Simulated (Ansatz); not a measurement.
Basis-set extrapolation for C5HAlCl2F6O2, SMILES `FC(F)(F)C1=CC(C(F)(F)F)=[O+][Al-]([Cl])([Cl])[O]1` (PBE0-D4/def2-TZVP geometry, frozen core, Ansatz). Multiplicity 1, RHF reference.

```csv
,def2-TZVPP,def2-QZVPP
HF,-2097.900856,-2097.973577
MP2 correlation,-3.137481,-3.415109
CCSD(T) correlation,-3.298842,not run
```

Energies in hartree. Use E(X) = E(∞) + A·exp(−7.88·√X) for Hartree–Fock and E(X) = E(∞) + B·X^(−2.97) for correlation, with X = 3 and 4, and add CCSD(T) minus MP2 of the smaller set to the MP2 limit.

Q: What is the CCSD(T) energy at the basis-set limit?

A: HF limit: -2097.973577 + (-0.072721) × 0.13774 = -2097.98359. MP2 limit: -3.415109 + (-0.277628) × 0.74074 = -3.62076. Higher-order term: -3.298842 − (-3.137481) = -0.16136. Total: -2101.76571 hartree, 15.40 eV below CCSD(T)/def2-TZVPP.
